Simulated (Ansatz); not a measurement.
One change: `[F][Ge]([F])([F])[GeH3]` becomes `[F][Ge]([F])([F])[Cl]`.

Ansatz, PBE0-D4/def2-TZVP geometries, multiplicity 1. 

Scalar relativity is left out up to krypton.

```
                                      property  `[F][Ge]([F])([F])[GeH3]`
           HOMO–LUMO gap (PBE/def2-TZVPP) / eV                       6.41
           HOMO energy (B3LYP/def2-TZVPP) / eV                      -9.38
             LUMO energy (PBE/def2-TZVPP) / eV                      -1.82
          HOMO–LUMO gap (PBE0/def2-TZVPP) / eV                       8.76
            HOMO energy (PBE0/def2-TZVPP) / eV                      -9.59
size of the dipole moment (PBE/def2-TZVPP) / D                       3.92
```

(1) Give the same properties after the change, and the shifts. (Best estimate.)

Results:

(1) The calculation gave: 
| property | `[F][Ge]([F])([F])[Cl]` | shift |
| --- | --- | --- |
| HOMO–LUMO gap (PBE/def2-TZVPP) / eV | 6.23 | -0.18 |
| HOMO energy (B3LYP/def2-TZVPP) / eV | -10.36 | -0.98 |
| LUMO energy (PBE/def2-TZVPP) / eV | -2.87 | -1.05 |
| HOMO–LUMO gap (PBE0/def2-TZVPP) / eV | 8.89 | 0.13 |
| HOMO energy (PBE0/def2-TZVPP) / eV | -10.66 | -1.07 |
| size of the dipole moment (PBE/def2-TZVPP) / D | 1.15 | -2.77 |

With PBE0 the HOMO falls by 1.07 eV and the LUMO falls by 0.93 eV, so the gap widens by about 0.14 eV. PBE moves the HOMO by -0.85 eV and ωB97M-V by -1.29 eV. The zero-point energy changes by -57.7 kJ/mol with -9 modes. Dipoles are sizes alone; their direction can turn.

B3LYP here is the variant with VWN-RPA as its local correlation; programs differ in this.
